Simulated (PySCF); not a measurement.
This PySCF input asks for the NMR shieldings of C$_{5}$H$_{10}$BNO; the geometry comes from GFN2-xTB.

```python
import basis_set_exchange as bse
import numpy as np
from pyscf import gto, dft
from pyscf.prop import nmr

atoms = """
C    -2.311081   -1.512752   -0.374906
C    -2.275603    0.020233   -0.466990
C    -3.057546    0.626687    0.705656
B    -0.775149    0.579570   -0.580871
O    -0.267157    1.510774    0.223039
C     0.233930    0.010935   -1.699057
C    -0.408763   -0.318335   -2.937132
N    -0.931249   -0.571786   -3.923500
H    -1.770811   -1.857590    0.504989
H    -1.860338   -1.958345   -1.257559
H    -3.337754   -1.866207   -0.303430
H    -2.803137    0.290220   -1.390756
H    -2.589009    0.369984    1.655742
H    -4.075228    0.242633    0.723455
H    -3.113306    1.711363    0.618871
H    -0.835189    1.851412    0.916838
H     1.028563    0.732118   -1.902680
H     0.708895   -0.898306   -1.318692
"""
names = dict.fromkeys(["C", "B", "O", "N", "H"], "pcSseg-1")
basis = {el: gto.basis.parse(bse.get_basis(n, elements=[el], fmt="nwchem")) for el, n in names.items()}
mol = gto.M(atom=atoms, basis=basis, charge=0, verbose=0)
mf = dft.RKS(mol, xc="PBE0")
mf.grids.level = 2
mf.grids.alignment = dft.numint.BLKSIZE   # the property module wants whole blocks of grid points
mf.conv_tol = 1e-9
mf.kernel()

calc = nmr.RKS(mf)   # GIAO
C = mf.mo_coeff
Co = C[:, mf.mo_occ > 0]
resp = mf.gen_response(singlet=True, hermi=2)
def vind(x):   # induced exchange potential for any number of trial vectors
    d = np.einsum("pi,xij,qj->xpq", C, 2 * x.reshape(-1, C.shape[1], Co.shape[1]), Co, optimize=True)
    return np.einsum("xpq,pi,qj->xij", resp(d - d.transpose(0, 2, 1)), C, Co, optimize=True).ravel()
mo1, _ = nmr.rhf.solve_mo1(calc, with_cphf=vind)
sigma = calc.kernel(mo1)
for i, s in enumerate(sigma):   # ppm
    w = np.linalg.eigvalsh((s + s.T) / 2)
    print("%2d %-2s iso %8.1f  s11 %8.1f  s22 %8.1f  s33 %8.1f" % (i, mol.atom_pure_symbol(i), w.mean(), *w))
```

Question: What does it print?

Answer: 
```
 0 C  iso    167.8  s11    151.1  s22    165.2  s33    187.2
 1 C  iso    164.8  s11    148.7  s22    168.8  s33    176.9
 2 C  iso    169.6  s11    157.2  s22    163.3  s33    188.3
 3 B  iso     50.7  s11      5.2  s22     49.4  s33     97.4
 4 O  iso    154.6  s11      0.3  s22    152.1  s33    311.3
 5 C  iso    178.8  s11    165.0  s22    180.4  s33    191.1
 6 C  iso     62.9  s11    -55.0  s22    -46.9  s33    290.7
 7 N  iso    -26.6  s11   -200.6  s22   -186.6  s33    307.3
 8 H  iso     31.1  s11     27.8  s22     28.7  s33     36.9
 9 H  iso     29.9  s11     24.4  s22     29.4  s33     35.8
10 H  iso     30.5  s11     26.3  s22     28.4  s33     37.0
11 H  iso     30.1  s11     25.2  s22     29.7  s33     35.3
12 H  iso     31.1  s11     28.0  s22     28.8  s33     36.6
13 H  iso     30.5  s11     26.0  s22     28.5  s33     37.1
14 H  iso     30.7  s11     26.1  s22     28.4  s33     37.5
15 H  iso     25.5  s11     19.5  s22     25.3  s33     31.5
16 H  iso     29.8  s11     24.5  s22     29.1  s33     35.9
17 H  iso     29.9  s11     26.8  s22     27.8  s33     35.1
```

These numbers come from an equivalent density-fitted implementation of the same equations, which agrees with the script to about 0.01 ppm for H and up to a few tenths of a ppm for heavy atoms, so last digits may differ.

Size and cost of the density-fitted run: 186 basis functions, 28 s wall time on 1 thread of an Arm Neoverse V2, shared host; peak memory 0.84 GiB.
